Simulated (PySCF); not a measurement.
CH3Si, SMILES C=[SiH] (connectivity only; charge and spin as stated), charge +1, multiplicity 1.

The structure is a stationary point at r2SCAN-D4/def2-TZVP. The geometry has at least one imaginary mode, so it is a saddle point at that level. The multiplicity is an assumed one; other spin states were not compared. The isomer is the one that the SMILES or the coordinates give; other isomers of the formula were not compared.

Level of theory: PBE/def2-TZVPD (PySCF).

Symmetry labels are those of the subgroup C2v that the program uses (full group C2v).

Computed valence orbital energies around the gap with their symmetry:
```json
[
 {"orbital": "HOMO−7", "symmetry": "B2", "energy (eV)": "-103.16"},
 {"orbital": "HOMO−6", "symmetry": "B1", "energy (eV)": "-102.88"},
 {"orbital": "HOMO−5", "symmetry": "A1", "energy (eV)": "-102.73"},
 {"orbital": "HOMO−4", "symmetry": "A1", "energy (eV)": "-23.64"},
 {"orbital": "HOMO−3", "symmetry": "A1", "energy (eV)": "-19.45"},
 {"orbital": "HOMO−2", "symmetry": "B2", "energy (eV)": "-16.93"},
 {"orbital": "HOMO−1", "symmetry": "A1", "energy (eV)": "-16.31"},
 {"orbital": "HOMO", "symmetry": "B1", "energy (eV)": "-12.58"},
 {"orbital": "LUMO", "symmetry": "B2", "energy (eV)": "-10.41"},
 {"orbital": "LUMO+1", "symmetry": "A1", "energy (eV)": "-8.98"},
 {"orbital": "LUMO+2", "symmetry": "B1", "energy (eV)": "-8.71"},
 {"orbital": "LUMO+3", "symmetry": "A1", "energy (eV)": "-4.49"}
]
```
